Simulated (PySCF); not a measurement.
A species of formula C6H8N2 has this rotational fingerprint, computed with CAM-B3LYP/def2-SVPD in PySCF (dipole) on a GFN2-xTB geometry, gas phase:

| Property | Result |
| --- | --- |
| Rotational constants | A = 2830, B = 1448, C = 1081 MHz |
| Dipole components | \|μa\| = 2.33 D, \|μb\| = 4.04 D, \|μc\| = 0.51 D |
| Inertial defect | -60.24 u·Å² |
| κ | -0.58 |

Problem. Which candidate fits, each taken in the one conformer that was computed?
A. `[CH2:1]=[CH:2][C:3]([CH:4]=[CH2:5])=[N:6][N:7]=[CH2:8]` with C1–C2–C3–C4 -175°, C2–C3–C4–C5 12°, C3–N6–N7–C8 104°
B. `[CH:1]#[C:2][C@H:3]([C:4]#[N:5])[CH2:6][CH2:7][NH2:8]` with C2–C3–C6–C7 -172°, C3–C6–C7–N8 60°, C6–C7–N8–H 69° and -172°
C. `[CH3:1][CH2:2][c:3]1[n:4][cH:5][cH:6][cH:7][n:8]1` with C1–C2–C3–N4 93°
D. `CC1=C(C)N=NC=C1`
E. `[CH3:1][CH2:2][c:3]1[cH:4][n:5][cH:6][cH:7][n:8]1` with C1–C2–C3–C4 85° (2-ethylpyrazine)
F. `[CH2:1]=[CH:2]/[CH:3]=[N:4]\[N:5]=[CH:6]\[CH:7]=[CH2:8]` with C1–C2–C3–N4 -178°, C3–N4–N5–C6 105°, N5–C6–C7–C8 178°

Solution. B. It is C#C[C@H](C#N)CCN, an asymmetric top, point group C1. The candidates at the same level (rigid rotor, commonest isotopes):

```csv
SMILES,A (MHz),B (MHz),C (MHz),μa (D),μb (D),μc (D),Δ (u·Å²),point group,rotor
C=C/C=N\N=C\C=C,6534,803.0,738.8,0.48,1.48,0.75,-22.65,C1,near-prolate asymmetric top
C=CC(C=C)=NN=C,2626,1652,1043,0.16,1.12,1.02,-13.76,C1,asymmetric top
Cc1ccnnc1C,3275,2303,1375,3.12,3.41,0.00,-6.25,Cs,asymmetric top
CCc1cnccn1,4797,1573,1309,0.68,0.12,0.01,-40.67,C1,asymmetric top
CCc1ncccn1,4806,1612,1339,1.66,0.04,0.47,-41.25,near Cs,asymmetric top
C#C[C@H](C#N)CCN,2830,1448,1081,2.33,4.04,0.51,-60.24,C1,asymmetric top
```

`CCc1cnccn1` has A 70 % too high; `Cc1ccnnc1C` has B 59 % too high; `C=C/C=N\N=C\C=C` has A 131 % too high; `C=CC(C=C)=NN=C` has B 14 % too high; `CCc1ncccn1` has A 70 % too high. No structure here is proved a minimum.
